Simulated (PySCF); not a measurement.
A structure optimised at B3LYP-D3(BJ)/def2-SVP, used in a PySCF frequency run:

```
C
H 1 1.1085
O 1 1.4305 2 108.21
C 3 1.3521 1 117.07 2 42.56
C 4 1.3363 3 123.19 1 163.32
H 5 1.0904 4 119.89 3 176.60
H 5 1.0922 6 119.05 4 178.88
H 4 1.0999 5 121.57 6 -1.41
C 1 1.5198 2 109.15 3 -115.83
H 9 1.0999 1 110.52 2 58.87
H 9 1.1005 10 108.77 1 121.61
H 9 1.1013 10 108.23 11 117.68
C 1 1.5253 2 109.07 3 120.20
H 13 1.1009 1 111.02 2 -59.69
H 13 1.1012 14 108.18 1 -121.74
H 13 1.1015 14 108.06 15 -117.40
```
Charge 0, spin multiplicity 1.

### Question
Write its SMILES and formula.

### Answer
C=COC(C)C, C5H10O

### Question
What are its rotational constants (standard atomic weights)?

### Answer
7.3217, 2.0592, 1.7558 GHz
